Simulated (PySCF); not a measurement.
Species: C₄H₄N₂S.
Geometry (GFN2-xTB, Å), atoms numbered from 1 in this order:
```
atom  x, y, z in Å
C1    -2.2246   -0.3337    0.2895
C2    -1.2448    0.5507    0.1325
C3     0.1450    0.1772    0.1262
N4     0.6096   -1.0200    0.2660
N5     1.9233   -1.1036    0.2241
C6     2.5085    0.0250    0.0502
S7     1.4269    1.3732   -0.0848
H8    -3.2578   -0.0341    0.2914
H9    -2.0051   -1.3790    0.4195
H10   -1.4468    1.6044    0.0009
H11    3.5712    0.1425   -0.0085
```

Computed, not measured: delta-SCF UKS SCAN, pcX-2 on the ionised atom, pcseg-1 elsewhere, spin-free X2C in PySCF. Binding energies are ΔSCF values: E(core-ionised, relaxed orbitals) − E(ground state) at a fixed geometry, referred to the vacuum level.

Some binding energies are withheld.

```json
{"atom(s)": "C1", "bonded to": "C (double bond) and 2 H", "level": "C 1s", "binding energy (eV)": "?"}
{"atom(s)": "C2", "bonded to": "C (double bond), C and H", "level": "C 1s", "binding energy (eV)": "291.24"}
{"atom(s)": "C3", "bonded to": "N (aromatic in the SMILES), S (aromatic in the SMILES) and C", "level": "C 1s", "binding energy (eV)": "292.31"}
{"atom(s)": "C6", "bonded to": "N (aromatic in the SMILES), S (aromatic in the SMILES) and H", "level": "C 1s", "binding energy (eV)": "?"}
{"atom(s)": "N4", "bonded to": "N (aromatic in the SMILES) and C (aromatic in the SMILES)", "level": "N 1s", "binding energy (eV)": "405.29"}
{"atom(s)": "N5", "bonded to": "N (aromatic in the SMILES) and C (aromatic in the SMILES)", "level": "N 1s", "binding energy (eV)": "405.62"}
{"atom(s)": "S7", "bonded to": "2 C (aromatic in the SMILES)", "level": "S 1s", "binding energy (eV)": "2478.29"}
{"atom(s)": "S7", "bonded to": "2 C (aromatic in the SMILES)", "level": "S 2p3/2", "binding energy (eV)": "?"}
```

(1) What is the S 2p3/2 binding energy of S7?

(2) Fill in C 1s for C6.

(3) What is the C 1s binding energy of C1?

Answers

(1) 170.36 eV (thiophene-type sulfur), with 2p1/2 at 171.59 eV.

(2) 291.89 eV (aromatic CH next to a ring nitrogen). The nearest listed C 1s value is that of C3; the shift against it is -0.42 eV.

(3) 290.33 eV (terminal =CH2 carbon). The nearest listed C 1s value is that of C2; the shift against it is -0.91 eV.

Lowest listed C 1s: C1, bonded to C (double bond) and 2 H. Highest, 1.98 eV above it: C3, bonded to N (aromatic in the SMILES), S (aromatic in the SMILES) and C. The widest gap between neighbouring values is 0.91 eV, between 290.33 and 291.24 eV.

**Question.** Which photon energy gives electrons from S 1s of S7 a kinetic energy of 200 eV, and what is their de Broglie wavelength?

**Answer.** hν = 2478.29 + 200 = 2678.29 eV, recoil neglected; λ = 12.264 Å/√(E/eV) = 0.87 Å.

For 2p shells one spin-free hole was relaxed; a mean-field spin–orbit operator and the ground-state splitting of the three 2p orbitals were then diagonalised within the shell. The shell's mean is (2 × 2p3/2 + 2p1/2)/3, and the degeneracies 2j + 1 give areas of 2:1. 2p1/2 minus 2p3/2 (ligand field included): S 1.23 eV. One conformer (not necessarily the lowest) at the GFN2-xTB geometry, without solvent, vibrations or thermal averaging.
